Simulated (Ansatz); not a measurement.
Harmonic frequencies (cm⁻¹) at PBE0-D4/def2-TZVP from Ansatz: 100, 106, 155, 184, 190, 229, 249, 412, 568, 626, 711, 734, 802, 818, 907, 1271, 1446, 1449, 1577, 3074, 3170, 3178, 3561, 3656.

Each molecule was computed in one conformer, which needn't be the lowest.

**Question.** Which molecule is it?
A. `[CH3][Ge]([NH2])([F])[Cl]`
B. `C[NH][GeH]([F])[Cl]`
C. `[SH][GeH2][SH]`
D. `[F][Ge]([SH])([Cl])[Cl]`

**Answer.** A.
